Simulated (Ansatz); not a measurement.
Method: frozen-core CCSD(T)/def2-TZVPP // PBE0-D4/def2-TZVP (Ansatz, a first-principles code).

Ansatz 0.2 input:
```yaml
crystal:
  periodic: [false, false, false]
  atoms:
    - { symbol: C, position_ang: [-2.176935, 0.039185, 0.572897] }
    - { symbol: C, position_ang: [-0.784458, 0.05113, 0.184199] }
    - { symbol: C, position_ang: [0.380603, 0.057589, -0.139324] }
    - { symbol: Si, position_ang: [2.119215, 0.066974, -0.621677] }
    - { symbol: Cl, position_ang: [3.051819, -1.625382, 0.079505] }
    - { symbol: H, position_ang: [-2.82485, 0.128612, -0.302393] }
    - { symbol: H, position_ang: [-2.424108, -0.89358, 1.085659] }
    - { symbol: H, position_ang: [-2.398507, 0.868621, 1.248831] }
    - { symbol: H, position_ang: [2.246022, 0.070851, -2.09568] }
    - { symbol: H, position_ang: [2.811198, 1.236002, -0.035722] }
basis:
  gaussian: { orbitals: def2-TZVPP }
correlation:
  method: ccsd_t
```

Output:

```
Functional definition: HF
1450 factors; integrals over basis functions are off by at most 1.1e-3 eV
mean field evaluation 1: about -23535.3149 eV, gradient 3.1e1 eV
mean field evaluation 2: about -23535.6425 eV, gradient 3.1e1 eV
mean field evaluation 4: about -23538.5838 eV, gradient 3.3e0 eV
mean field evaluation 8: about -23538.6275 eV, gradient 3.4e-1 eV
mean field evaluation 16: about -23535.3121 eV, gradient 3.1e1 eV
mean field -23538.62784561 eV, -865.0286182712 hartree, gradient 2.3e-6 eV, S^2 0.000000; 0 other end points of the search recorded, 0 dependent functions left out
13 core orbitals not correlated
reference -23538.62784561 eV, -865.0286182712 hartree; 14, 14 occupied and 220, 220 virtual orbitals, 1450 factors
second order -21.21180297 eV of doubles, -0.00000000 eV of singles
cycle   1  -21.78420446 eV  change   -5.7e-1 eV  update   1.1e-1
cycle   2  -22.37210354 eV  change   -5.9e-1 eV  update   3.1e-2
cycle   3  -22.48867768 eV  change   -1.2e-1 eV  update   1.4e-2
cycle   4  -22.48574364 eV  change    2.9e-3 eV  update   3.6e-3
cycle   5  -22.48694147 eV  change   -1.2e-3 eV  update   1.4e-3
cycle   6  -22.48746706 eV  change   -5.3e-4 eV  update   3.8e-4
cycle   7  -22.48753986 eV  change   -7.3e-5 eV  update   1.2e-4
cycle   8  -22.48761000 eV  change   -7.0e-5 eV  update   3.5e-5
cycle   9  -22.48762574 eV  change   -1.6e-5 eV  update   1.1e-5
perturbative correction -1.03695260 eV, -0.0381073053 hartree
Total energy: -23562.15242396 eV, -865.8931305800 hartree
```

Cost: around 2.3 core-minutes (rough).
